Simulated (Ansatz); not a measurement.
Reaction (redistribution): `CC[Si](N)(N)F` + `C[NH][AlH][OH]` → `CC[Si](N)(O)F` + `C[NH][AlH][NH2]`

Program: Ansatz. Geometries: PBE0-D4/def2-TZVP. ΔE: electronic, gas phase. CBS: MP2 limit from def2 TZ/QZ plus the TZ coupled-cluster correction, frozen cores. DFT in def2-TZVPP. B3LYP here is the variant with VWN-RPA as its local correlation; programs differ in this. One conformer a species, not always the lowest.

```json
{"level": "PBE-D4", "ΔE (kJ/mol)": "3.2", "difference from CCSD(T)/CBS": "1.1"}
{"level": "r2SCAN-D4", "ΔE (kJ/mol)": "1.2", "difference from CCSD(T)/CBS": "-0.9"}
{"level": "PBE0-D4", "ΔE (kJ/mol)": "2.3", "difference from CCSD(T)/CBS": "0.2"}
{"level": "B3LYP-D4", "ΔE (kJ/mol)": "2.9", "difference from CCSD(T)/CBS": "0.8"}
{"level": "ωB97X-V", "ΔE (kJ/mol)": "2.1", "difference from CCSD(T)/CBS": "0.0"}
{"level": "ωB97M-V", "ΔE (kJ/mol)": "2.3", "difference from CCSD(T)/CBS": "0.2"}
{"level": "B2PLYP", "ΔE (kJ/mol)": "2.2", "difference from CCSD(T)/CBS": "0.1"}
{"level": "PBE", "ΔE (kJ/mol)": "2.2", "difference from CCSD(T)/CBS": "0.1"}
{"level": "r2SCAN", "ΔE (kJ/mol)": "0.9", "difference from CCSD(T)/CBS": "-1.2"}
{"level": "PBE0", "ΔE (kJ/mol)": "1.4", "difference from CCSD(T)/CBS": "-0.7"}
{"level": "B3LYP", "ΔE (kJ/mol)": "1.5", "difference from CCSD(T)/CBS": "-0.6"}
{"level": "HF/def2-TZVPP", "ΔE (kJ/mol)": "-1.7", "difference from CCSD(T)/CBS": "-3.8"}
{"level": "MP2/def2-TZVPP", "ΔE (kJ/mol)": "3.4", "difference from CCSD(T)/CBS": "1.3"}
{"level": "SCS-MP2/def2-TZVPP", "ΔE (kJ/mol)": "2.5", "difference from CCSD(T)/CBS": "0.4"}
{"level": "CCSD/def2-TZVPP", "ΔE (kJ/mol)": "1.3", "difference from CCSD(T)/CBS": "-0.8"}
{"level": "CCSD(T)/def2-TZVPP", "ΔE (kJ/mol)": "1.7", "difference from CCSD(T)/CBS": "-0.4"}
{"level": "HF/def2-QZVPP", "ΔE (kJ/mol)": "-2.0", "difference from CCSD(T)/CBS": "-4.1"}
{"level": "MP2/def2-QZVPP", "ΔE (kJ/mol)": "3.5", "difference from CCSD(T)/CBS": "1.4"}
{"level": "SCS-MP2/def2-QZVPP", "ΔE (kJ/mol)": "2.6", "difference from CCSD(T)/CBS": "0.5"}
{"level": "HF/CBS(def2)", "ΔE (kJ/mol)": "-2.0", "difference from CCSD(T)/CBS": "-4.1"}
{"level": "MP2/CBS(def2)", "ΔE (kJ/mol)": "3.8", "difference from CCSD(T)/CBS": "1.7"}
{"level": "CCSD/CBS(def2)", "ΔE (kJ/mol)": "1.7", "difference from CCSD(T)/CBS": "-0.4"}
{"level": "CCSD(T)/CBS", "ΔE (kJ/mol)": "2.1", "difference from CCSD(T)/CBS": "0"}
```

Largest T1 diagnostic among the species: 0.011.

In def2-TZVPP, CCSD(T) changes the Hartree–Fock value by +3.4 kJ/mol (the triples alone add +0.4 kJ/mol) and MP2 by +5.1 kJ/mol.
